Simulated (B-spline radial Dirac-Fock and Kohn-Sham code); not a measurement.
## Zn⁸⁺: non-radiative channels of the K vacancy

System: zinc as Zn⁸⁺, configuration 1s2 2s2 2p6 3s2 3p6 3d4.

Input of the calculation (task.json; shells as n, l, electrons):

```json
{"items": [{
  "Z": 30,
  "q": 8,
  "cfg": [[1, 0, 2], [2, 0, 2], [2, 1, 6], [3, 0, 2], [3, 1, 6], [3, 2, 4]],
  "A": 64,
  "rrms": 3.9283,
  "do": ["binding", "quiet", "decay"],
  "holes": ["K", "L1", "L2", "L3", "M1", "M2", "M3"]
}]}
```

Launch: `python xray_run.py task.json out`

Calculated with a radial finite-basis atomic code, using a relativistic independent-particle model: LDA orbitals of the hole state, radiative multipoles to third order, Auger rates from the Coulomb interaction with a continuum orbital, Dirac-Fock energies. Kinetic energies are configuration averages from the vacuum level; the two-hole energies are estimated from single-hole states.

| transition | kinetic energy (eV) | width (meV) | share (%) |
| --- | --- | --- | --- |
| K-L1L1 | 6951.5 | 52.2 | 6.1 |
| K-L1L2 | 7111.8 | 61.8 | 7.2 |
| K-L1L3 | 7135.8 | 109 | 12.8 |
| K-L2L2 | 7246.7 | 11.2 | 1.3 |
| K-L2L3 | 7276.5 | 269 | 31.4 |
| K-L3L3 | 7299.1 | 148 | 17.3 |
| K-L1M1 | 8081.7 | 16.3 | 1.9 |
| K-L1M2 | 8133.6 | 9.82 | 1.1 |
| K-L1M3 | 8137.6 | 17.4 | 2.0 |
| K-L2M1 | 8234.8 | 8.22 | 1.0 |
| K-L3M1 | 8258.2 | 14.5 | 1.7 |
| K-L2M2 | 8289.1 | 3.38 | 0.4 |
| K-L2M3 | 8291.4 | 36.8 | 4.3 |
| K-L3M2 | 8310.8 | 36.4 | 4.3 |
| K-L3M3 | 8315.6 | 41.0 | 4.8 |
| K-M2M3 | 9284.1 | 5.04 | 0.6 |

For K holes below about Z = 40 intermediate coupling redistributes the KLL shares among these jj groups. The listed channels hold 98 % of the non-radiative rate. Summed by principal shells, of 0.856 eV in all: KLL 76.2 %, KLM 22.2 %, KMM 1.6 %.
